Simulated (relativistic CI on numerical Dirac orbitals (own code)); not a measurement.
**Ag12+: sensitivity of the levels to the model**

Base calculation: Dirac-Coulomb-Breit CI, orbitals from a KLI potential per configuration, a model potential for QED, unscaled Slater integrals.

Configurations in the expansion (outside the closed core [Ar] 3d10): 4s²4p⁵, 4s4p⁶, 4s²4p⁴4d, 4s4p⁵4d, 4s²4p⁴4f, 4s4p⁵4f, 4p⁶4d, 4s4p⁴4d², 4s²4p⁴5s, 4s²4p⁴5p, 4s²4p³4d4f, 4p⁶5s, 4p⁶4f, 4s4p⁵5s, 4s²4p⁴5d, 4s4p⁴4d5s, 4s4p⁵5p, 4s²4p³4f5s, 4s²4p⁴6s, 4s²4p⁴5f, 4s²4p⁴6p, 4s²4p⁴5g, 4p⁵4d4f, 4s4p⁵5d, 4s²4p⁴6d, 4s4p⁴5s², 4s4p⁴4f², 4s²4p³4d², 4s²4p²4d³, 4s4p³4d³, 4s²4p²4d²4f, 4s4p³4d²4f, 4s²4p²4d²5s, 4p⁵4d², 4p⁴4d³, 4p⁴4d²4f, 4p⁴4d²5s, 4s²4p³5s², 4s²4p²4d5s², 4s4p³4d5s², 4s²4p²4f5s², 4s4p³4f5s², 4p⁵4d5s, 4p⁴4d4f5s, 4p⁴4d5s². Double excitations out of closed p, d and f shells are left out; levels of such configurations are missing from the list, as are those of other unlisted configurations, and high levels can miss mixing partners. These lack a partner that the ground configuration has and come out too high: 4s²4p⁴5p, 4s4p⁵5s, 4s²4p⁴5d, 4s4p⁵5p, 4s²4p⁴6s.

Variants: (1) P86 correlation estimate; (2) Breit term removed. Shifts of the energy above 4s²4p⁵ ²P°3/2, in cm⁻¹, for the lowest level and the first level of each name with at least 55 % of one term (blank where a level changes its place among those of its configuration and J or its character, or is not in the variant):

| Level | Base | Δ(1) | Δ(2) |
| --- | --- | --- | --- |
| 4s²4p⁵ ²P°3/2 | 0 | 0 | 0 |
| 4s²4p⁵ ²P°1/2 | 51813 | +3 | +775 |
| 4s4p⁶ ²S1/2 | 340066 | +636 | +274 |
| 4s²4p⁴4d ⁴D5/2 | 446773 | +1093 | +913 |
| 4s²4p⁴4d ⁴D3/2 | 447752 | +1093 | +788 |
| 4s²4p⁴4d ⁴D7/2 | 450943 | +1093 | +1128 |
| 4s²4p⁴4d ⁴F9/2 | 469658 | +1095 | +1112 |
| 4s²4p⁴4d ²P1/2 | 488052 | +1096 | +1313 |
| 4s²4p⁴4d ⁴P1/2 | 491834 | +1089 | +1150 |
| 4s²4p⁴4d ⁴F5/2 | 498996 | +1097 | +1324 |
| 4s²4p⁴4d ⁴F3/2 | 501971 | +1098 | +1274 |
| 4s²4p⁴4d ²D5/2 | 526655 | +1099 | +1648 |
| 4s²4p⁴4d ²G7/2 | 527714 | +1102 | +1557 |
| 4s²4p⁴4d ²F5/2 | 532979 | +1102 | +1678 |

At this charge energies of transitions that change n are usually good to better than 1 %, and those within a shell (Δn = 0) to a few per cent.

Ionisation energy from the two ground configurations alone: base 294.114 eV; P86 correlation estimate 295.74 eV; Breit term removed 294.258 eV. The NIST ASD value (theoretical) is 294 eV.

LS names give the leading component of a level, which can be under half, so a name can repeat, a term be missing and a line seem to break the LS rules.
